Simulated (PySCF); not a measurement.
Cl3HOZr, multiplicity 1. Atoms are numbered in the order given.

```xyz
6

Zr     0.0000     0.0000     0.2154
Cl    -1.9257     1.1118    -0.5594
Cl     1.9257     1.1118    -0.5594
Cl     0.0000    -2.2236    -0.5594
O      0.0000     0.0000     2.1060
H      0.0000     0.0000     3.0671
```
Charge 0, spin multiplicity 1.

Geometry optimised at B3LYP-D3(BJ)/def2-SVP. The spin state was assumed, not searched. The isomer is the one that the SMILES or the coordinates give; other isomers of the formula were not compared. The def2 effective core potentials stand for the cores of Zr; spin–orbit coupling is left out. One conformer was computed; it need not be the lowest.

Method: PBE/def2-TZVP (PySCF).

ESP charges are fitted to the potential on shells at 1.4 to 2.0 van der Waals radii. Atomic charges (e):

```csv
atom,ESP fit,Mulliken,Löwdin
Zr1,___,1.33,-0.25
Cl2,___,-0.34,0.10
Cl3,___,-0.34,0.10
Cl4,___,-0.34,0.10
O5,___,-0.64,-0.23
H6,___,0.34,0.18
```

Task: Complete the blanks. (Estimate from the structure and the level; the computed values follow.)

Result: 
- Zr1, ESP fit: 0.66
- Cl2, ESP fit: -0.18
- Cl3, ESP fit: -0.18
- Cl4, ESP fit: -0.18
- O5, ESP fit: -0.53
- H6, ESP fit: 0.42
